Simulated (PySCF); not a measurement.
**Electron correlation in Zr (zirconium, neutral)**

[Kr] 4d3 5s1, high-spin 5F determinant (an excited configuration). Computed with PySCF 2.14 in aug-cc-pwCVDZ-PP with ECP28MDF (6s6p5d3f, 70 functions), with a scalar-relativistic core potential. Frozen: 4s2 4p6; 4 electrons correlated.

| level | correlation energy (mhartree) |
| --- | --- |
| CCSD | -35.09 |
| (T) | -0.71 |
| CCSD(T) | -35.80 |

Diagnostics: T1 = 0.012, D1 = 0.0211, largest double amplitude 0.023.

Question: Is a single reference adequate?

Answer: Yes, within this model without spin-orbit coupling: T1 lies below 0.03 and no double amplitude reaches 0.07.
